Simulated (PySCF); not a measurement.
## Highest orbital energy against ionisation energy along the 5p block

Calculated with PySCF 2.14, no spin-orbit coupling. Each cell gives −ε(HOMO) / ΔSCF in eV; NIST values include spin-orbit coupling, (s) semi-empirical, (t) theoretical.

```
                                                           species              UHF              LDA              PBE             PBE0           r2SCAN  NIST (lowest levels)
In⁺ (def2-TZVPPD with the def2 core potential (28 electrons), ECP)  17.281 / 17.010  15.375 / 19.507  14.984 / 19.059  15.779 / 18.726  15.192 / 18.807                18.870
Sn⁺ (def2-TZVPPD with the def2 core potential (28 electrons), ECP)  14.035 / 13.749  10.682 / 14.403  10.618 / 14.222  11.623 / 14.260  10.948 / 14.377                14.633
Sb⁺ (def2-TZVPPD with the def2 core potential (28 electrons), ECP)  16.393 / 16.006  12.621 / 16.654  12.555 / 16.466  13.683 / 16.531  12.937 / 16.652        16.626 ± 0.025
Te⁺ (def2-TZVPPD with the def2 core potential (28 electrons), ECP)  18.835 / 18.359  14.590 / 18.932  14.530 / 18.752  15.795 / 18.857  14.992 / 19.009            18.6 ± 0.4
 I⁺ (def2-TZVPPD with the def2 core potential (28 electrons), ECP)  18.379 / 17.684  14.690 / 19.032  14.538 / 18.727  15.750 / 18.747  14.837 / 18.760                19.131
Xe⁺ (def2-TZVPPD with the def2 core potential (28 electrons), ECP)  20.863 / 20.073  16.728 / 21.361  16.574 / 21.051  17.910 / 21.103  16.922 / 21.116            20.975 (s)
```

Task: How far is −ε(HOMO) from ΔSCF on average for each method, and why?

Result: UHF 0.48 eV; LDA -4.20 eV; PBE -4.08 eV; PBE0 -2.95 eV; r2SCAN -3.82 eV. Hartree-Fock orbital energies lack relaxation and so exceed the ΔSCF value; semilocal functionals have convex E(N) from self-interaction, so their HOMO lies far too high; exact exchange moves hybrids part of the way back.
